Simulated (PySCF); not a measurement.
TaOI3 (singlet). All numbers come from PySCF, PBE0, basis Ta def2-SVP with ECP60, O def2-SVP, I def2-SVP with ECP28 (scalar-relativistic core potentials, no spin–orbit coupling, density fitting).

Harmonic bands of its minimum:

```
ω (cm⁻¹)  IR (km/mol, summed over degenerate members)  degeneracy
      50                                          0.0           2
      67                                          0.0           1
     175                                          0.8           2
     184                                          1.3           1
     246                                         75.9           2
    1028                                          122           1
```

Question: The central atom is Ta. Infer the point group and assign the bands.

Answer: C3v. The modes span 3e + 3a1: 50 e, 67 a1, 175 e, 184 a1, 246 e, 1028 a1. The computed geometry has Ta–I 2.646 Å (×3), Ta–O 1.701 Å; I–Ta–I 112.2° (×3), I–Ta–O 106.6° (×3).

Stability towards spin polarisation was not tested. Other isomers or separated fragments may lie lower. With an element this heavy the missing spin–orbit coupling can shift these numbers.
